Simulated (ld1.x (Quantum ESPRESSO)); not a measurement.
**Mn (Z = 25): from the effect back to the setting (TM)**

Base potential:

ld1.x (Quantum ESPRESSO) 7.5 input, shortened:

```
&input
   title='Mn', zed=25., rel=1, dft='PBE', iswitch=3,
   config='[Ar] 3d5 4s1 4p0'
 /
 &inputp
   pseudotype=2, tm=.true., lloc=0,
   nlcc=.false.
 /
3
3P  2  1   6.00   0.00  1.30  1.30  0.0
3D  3  2   5.00   0.00  0.90  0.90  0.0
4S  1  0   1.00   0.00  2.05  2.05  0.0
 &test
   configts(1)='3p6 3d5 4s1 4p0'
 /
```

Cutoffs, loose and tight: the cutoffs (Ry, on a coarse ladder) from which the occupation-weighted sum of valence levels, in a spherical-Bessel basis at the reference potential, stays within 10 and 1 mRy of its value at 400 Ry. They do not see the model core or the augmentation charge, which bear on the density cutoff. Test errors are all-electron minus pseudo excitation energies from the reference, over the configurations 3p6 3d5 4s2 4p0; 3p6 3d5 4s0 4p0; 3p6 3d4 4s0 4p0; 3p6 3d4 4s2 4p1; 3p6 3d5 4s1 4p1; 3p6 3d3 4s0 4p0; 3p6 3d5 4s0 4p2; variants that change the core or the reference have their own tests.

Only the scale of all radii (base = 1) is moved (1 further runs of the sweep failed or gave no value and are left out):

```csv
scale of all radii (base = 1),"cutoff, loose","cutoff, tight",bound ghosts,largest test error (meV)
0.89,260 Ry,300 Ry,none,-1357
0.95,230 Ry,260 Ry,none,-1400
1.06,200 Ry,230 Ry,none,-1435
1.16,180 Ry,200 Ry,none,-1436
1.36,140 Ry,160 Ry,none,-1445
```

Q: One more run gave cutoff, loose: 160 Ry; cutoff, tight: 180 Ry; bound ghosts: none; largest test error (meV): -1436. Which value of the scale of all radii (base = 1) was used?

A: 1.25. The loose cutoff moves one way along this sweep, from 260 Ry at 0.89 to 140 Ry at 1.36, which places the run between 1.16 and 1.36.
